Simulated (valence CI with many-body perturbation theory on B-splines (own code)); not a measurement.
# E1 line list for Sr XXXII

Computed by relativistic CI+MBPT: five valence electrons over a frozen Dirac-Fock core [He], a basis of 11 s, 11 p, 10 d, 8 f, 5 g, 2 h functions for each j, with the one-electron correlation potential Σ1 (screened to all orders), the two-electron term Σ2, the three-electron term Σ3, Breit, model QED; selected single and double excitations, second order for the rest, scaled by the run's own slope (own B-spline code, finite nucleus).

The last digits are not significant, and no measured levels were compared; by estimate large intervals hold to a few tenths of a per cent, small ones and those within an open d or f shell to about a per cent. Among the levels kept, up to 5800 cm⁻¹ of a level comes from second order outside the variational space, and about a tenth of that is noise between levels of different J, which matters for small intervals.

Lines 201 to 250 of 595 in falling wavelength, among levels below 190.90 Ry, chosen from the strongest by gf and those to the six lowest levels. Wavelengths and rates use the calculated energies. Electric multipoles are in the length gauge with retardation, E1 and E2 with the static RPA response of the core. Weak lines are less certain than strong ones. Lines between different terms over intervals too small for the method are left out, as are lines whose strength nearly cancels. The highest levels of a list are the least certain.

Levels are named by their leading jj configuration (3d3/2^4 stands for four electrons in 3d with j = 3/2), which in mixed levels can hold well under half, so a name can repeat and another be missing. Letters in brackets count levels of one name in rising energy.

```tsv
λ vac (Å)	Upper	Lower	A (s⁻¹)	S (a.u.) with core polarisation	S without
63.25	(2s 2p1/2^2 2p3/2^2) J=5/2	(2s^2 2p1/2^2 2p3/2) J=3/2	2.59e+10	1.94e-02	1.95e-02
62.08	(2p1/2^2 2p3/2^3) J=3/2	(2s 2p1/2 2p3/2^3) J=3/2 [a]	4.98e+10	2.35e-02	2.36e-02
59.71	(2s 2p3/2^3 3d5/2) J=9/2	(2s^2 2p3/2^2 3d5/2) J=9/2	7.95e+10	8.36e-02	8.38e-02
59.06	(2s 2p3/2^3 3d3/2) J=3/2	(2s^2 2p3/2^2 3d3/2) J=5/2	5.88e+10	2.39e-02	2.40e-02
58.78	(2s 2p3/2^3 3p3/2) J=7/2	(2s^2 2p3/2^2 3p3/2) J=7/2	9.30e+10	7.46e-02	7.48e-02
58.69	(2s 2p3/2^3 3s) J=5/2	(2s^2 2p3/2^2 3s) J=5/2	1.11e+11	6.66e-02	6.67e-02
58.60	(2s 2p3/2^3 3p1/2) J=5/2	(2s^2 2p3/2^2 3p1/2) J=5/2	8.56e+10	5.10e-02	5.11e-02
58.41	(2s 2p1/2 2p3/2^2 3d5/2) J=9/2 [c]	(2s^2 2p1/2 2p3/2 3d5/2) J=7/2 [b]	1.62e+10	1.60e-02	1.60e-02
58.33	(2s 2p3/2^3 3p1/2) J=3/2 [a]	(2s^2 2p3/2^2 3p1/2) J=3/2	8.63e+10	3.38e-02	3.39e-02
57.88	(2s 2p1/2^2 2p3/2 3d5/2) J=7/2 [b]	(2s^2 2p1/2^2 3d5/2) J=5/2	5.55e+10	4.25e-02	4.26e-02
57.70	(2s 2p3/2^3 3s) J=3/2 [a]	(2s^2 2p3/2^2 3s) J=3/2	7.01e+10	2.66e-02	2.67e-02
57.65	(2s 2p3/2^3 3p3/2) J=3/2 [a]	(2s^2 2p3/2^2 3p3/2) J=5/2	5.68e+10	2.15e-02	2.15e-02
57.65	(2s 2p1/2 2p3/2^2 3p3/2) J=7/2 [c]	(2s^2 2p1/2 2p3/2 3p3/2) J=5/2 [b]	2.12e+10	1.61e-02	1.61e-02
57.53	(2s 2p1/2^2 2p3/2 3p3/2) J=5/2 [b]	(2s^2 2p1/2^2 3p3/2) J=3/2	5.93e+10	3.34e-02	3.35e-02
57.52	(2p1/2^2 2p3/2^2 3s) J=5/2	(2s 2p1/2^2 2p3/2 3s) J=3/2 [b]	3.31e+10	1.86e-02	1.87e-02
57.37	(2s 2p3/2^3 3p3/2) J=5/2 [b]	(2s^2 2p3/2^2 3p3/2) J=3/2 [b]	4.89e+10	2.73e-02	2.74e-02
57.22	(2s 2p3/2^3 3p3/2) J=5/2 [a]	(2s^2 2p3/2^2 3p3/2) J=5/2	5.10e+10	2.83e-02	2.84e-02
57.04	(2s 2p1/2 2p3/2^2 3d5/2) J=7/2 [d]	(2s^2 2p1/2 2p3/2 3d5/2) J=7/2 [b]	4.80e+10	3.52e-02	3.53e-02
57.03	(2s 2p1/2 2p3/2^3) J=3/2 [a]	(2s^2 2p1/2 2p3/2^2) J=3/2	1.11e+11	4.08e-02	4.09e-02
56.78	(2s 2p1/2^2 2p3/2 3d3/2) J=5/2 [b]	(2s^2 2p1/2^2 3d3/2) J=3/2	5.87e+10	3.18e-02	3.19e-02
56.70	(2s 2p1/2^2 2p3/2 3d3/2) J=3/2 [b]	(2s^2 2p1/2^2 3d3/2) J=3/2	7.44e+10	2.68e-02	2.68e-02
56.69	(2s 2p1/2^2 2p3/2 3d5/2) J=5/2 [b]	(2s^2 2p1/2^2 3d5/2) J=5/2	7.70e+10	4.16e-02	4.17e-02
56.26	(2s 2p1/2^2 2p3/2 3s) J=3/2 [b]	(2s^2 2p1/2^2 3s) J=1/2	6.84e+10	2.40e-02	2.41e-02
56.04	(2s 2p1/2 2p3/2^3) J=5/2	(2s^2 2p1/2 2p3/2^2) J=5/2	9.42e+10	4.91e-02	4.92e-02
56.03	(2s 2p1/2^2 2p3/2 3p1/2) J=3/2 [b]	(2s^2 2p1/2^2 3p1/2) J=1/2	4.72e+10	1.64e-02	1.64e-02
56.00	(2s 2p1/2^2 2p3/2 3p3/2) J=3/2 [b]	(2s^2 2p1/2^2 3p3/2) J=3/2	7.21e+10	2.50e-02	2.51e-02
55.97	(2s 2p1/2 2p3/2^2 3p3/2) J=5/2 [d]	(2s^2 2p1/2 2p3/2 3p3/2) J=5/2 [b]	5.89e+10	3.06e-02	3.07e-02
55.79	(2s 2p3/2^3 3s) J=3/2 [b]	(2s^2 2p3/2^2 3s) J=1/2	4.93e+10	1.69e-02	1.69e-02
55.69	(2s 2p1/2 2p3/2^2 3d5/2) J=5/2 [f]	(2s^2 2p1/2 2p3/2 3d5/2) J=3/2 [b]	3.08e+10	1.57e-02	1.58e-02
55.68	(2s 2p1/2^2 2p3/2 3d5/2) J=3/2 [b]	(2s^2 2p1/2^2 3d5/2) J=5/2	9.40e+10	3.20e-02	3.21e-02
55.65	(2p1/2 2p3/2^4) J=1/2	(2s 2p1/2 2p3/2^3) J=3/2 [b]	2.12e+11	3.61e-02	3.62e-02
55.64	(2s 2p1/2 2p3/2^2 3d5/2) J=7/2 [e]	(2s^2 2p1/2 2p3/2 3d5/2) J=7/2 [b]	3.77e+10	2.57e-02	2.57e-02
55.55	(2s 2p1/2 2p3/2^2 3s) J=1/2 [a]	(2s^2 2p1/2 2p3/2 3s) J=3/2 [a]	9.75e+10	1.65e-02	1.65e-02
55.43	(2s 2p1/2^2 2p3/2 3d3/2) J=1/2 [b]	(2s^2 2p1/2^2 3d3/2) J=3/2	9.98e+10	1.68e-02	1.68e-02
55.41	(2s 2p1/2 2p3/2^3) J=1/2	(2s^2 2p1/2 2p3/2^2) J=1/2	8.76e+10	1.47e-02	1.48e-02
55.25	(2s 2p3/2^3 3p3/2) J=1/2 [a]	(2s^2 2p3/2^2 3p3/2) J=1/2	1.05e+11	1.74e-02	1.75e-02
55.24	(2s 2p1/2^2 2p3/2 3p3/2) J=1/2 [b]	(2s^2 2p1/2^2 3p3/2) J=3/2	9.31e+10	1.55e-02	1.55e-02
55.02	(2s 2p1/2 2p3/2^2 3d5/2) J=5/2 [f]	(2s^2 2p1/2 2p3/2 3d5/2) J=5/2 [b]	6.42e+10	3.17e-02	3.17e-02
54.97	(2s 2p1/2 2p3/2^2 3p3/2) J=5/2 [e]	(2s^2 2p1/2 2p3/2 3p3/2) J=5/2 [b]	4.06e+10	2.00e-02	2.00e-02
54.94	(2s 2p1/2 2p3/2^2 3d5/2) J=9/2 [c]	(2s^2 2p1/2 2p3/2 3d5/2) J=9/2	9.06e+10	7.41e-02	7.43e-02
54.85	(2s 2p1/2 2p3/2^2 3d5/2) J=3/2 [c]	(2s^2 2p1/2 2p3/2 3d5/2) J=5/2 [a]	8.42e+10	2.74e-02	2.75e-02
54.84	(2s 2p1/2 2p3/2^2 3p3/2) J=7/2 [c]	(2s^2 2p1/2 2p3/2 3p3/2) J=7/2	1.12e+11	7.30e-02	7.32e-02
54.78	(2s 2p3/2^3 3p3/2) J=3/2 [b]	(2s^2 2p3/2^2 3p3/2) J=3/2 [a]	8.92e+10	2.90e-02	2.90e-02
54.78	(2s 2p1/2 2p3/2^2 3p3/2) J=3/2 [c]	(2s^2 2p1/2 2p3/2 3p3/2) J=5/2 [a]	7.77e+10	2.52e-02	2.53e-02
54.75	(2s 2p1/2 2p3/2^2 3p3/2) J=1/2 [d]	(2s^2 2p1/2 2p3/2 3p3/2) J=1/2 [b]	1.08e+11	1.74e-02	1.75e-02
54.68	(2s 2p1/2 2p3/2^2 3d5/2) J=3/2 [d]	(2s^2 2p1/2 2p3/2 3d5/2) J=3/2 [b]	4.46e+10	1.44e-02	1.44e-02
54.59	(2s 2p1/2 2p3/2^2 3s) J=3/2 [c]	(2s^2 2p1/2 2p3/2 3s) J=3/2 [b]	1.22e+11	3.93e-02	3.94e-02
54.46	(2s 2p1/2 2p3/2^2 3p1/2) J=5/2 [c]	(2s^2 2p1/2 2p3/2 3p1/2) J=5/2	1.18e+11	5.63e-02	5.64e-02
54.44	(2s 2p1/2 2p3/2^2 3d5/2) J=7/2 [c]	(2s^2 2p1/2 2p3/2 3d5/2) J=7/2 [a]	6.43e+10	4.10e-02	4.11e-02
54.42	(2s 2p1/2 2p3/2^2 3d3/2) J=3/2 [e]	(2s^2 2p1/2 2p3/2 3d3/2) J=5/2 [b]	6.69e+10	2.13e-02	2.13e-02
```
